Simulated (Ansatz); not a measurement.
Reactions of `N[SiH2][SbH2]`.

Computed with Ansatz on PBE0-D4/def2-TZVP structures; ΔE is electronic, products minus reactants. CCSD(T)/CBS adds triple-zeta CCSD(T) − MP2 to the extrapolated MP2 energy (def2 sets, frozen cores). This one scheme is used for every species. DFT in def2-TZVPP. def2 core potentials past Kr. For Sb outer-core shells are correlated without core-valence functions, which leaves a few kJ/mol of doubt a bond. One conformer a species, not always the lowest.

```
                                                               reaction  CCSD(T)/CBS(def2) (kcal/mol)
                             `N[SiH2][SbH2]` → `[NH2][SbH2]` + `[SiH2]`                          80.1
                                  `N[SiH2][SbH2]` → `[SbH3]` + `N[SiH]`                          44.7
        `N[SiH2][SbH2]` + `N[SiH](N)F` → `N[SiH2]N[SiH](N)F` + `[SbH3]`                         -10.0
          `N[SiH2][SbH2]` + `CC(=N)O` → `C/C(O)=[N]\[SbH2]` + `N[SiH3]`                          12.3
`N[SiH2][SbH2]` + `C=N[Si](N)(N)F` → `C=N[SiH2][SbH2]` + `N[Si](N)(N)F`                             ?
```

(1) Fill in the missing values. (Best estimate.)

Largest T1 diagnostic: 0.015, for `N[SiH]`.

Results:

(1) The calculation gave: `N[SiH2][SbH2]` + `C=N[Si](N)(N)F` → `C=N[SiH2][SbH2]` + `N[Si](N)(N)F`: -2.8 kcal/mol.
